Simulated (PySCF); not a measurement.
Computed shifts of a molecule C4H8BF, PBE/pcSseg-1 in PySCF, GIAO, gas phase, equivalent atoms averaged, in ppm (number of nuclei): ¹⁹F: -40.9 (1). ¹³C: 152.7 (1), 146.1 (1), 14.8 (1), 9.5 (1). ¹H: 6.88 (2), 6.61 (1), 1.81 (1), 1.30 (1), 1.27 (3). References: ¹¹B against BF3 (σ = 83.9 ppm); ¹⁹F against CFCl3 (σ = 133.6 ppm); ¹³C against TMS (σ = 182.0 ppm); ¹H against TMS (σ = 31.49 ppm), references at their B3LYP-D3(BJ)/def2-TZVP geometries, non-relativistic. Geometry: PBE0-D3(BJ)/def2-SVP. One conformer was computed; it need not be the lowest.

Problem. Identify the compound among the candidates.
A) C=CB(F)CC
B) CB(F)C1CC1
C) CC1CB(F)C1
D) C=CB(C)CF

Solution. A, C=CB(F)CC
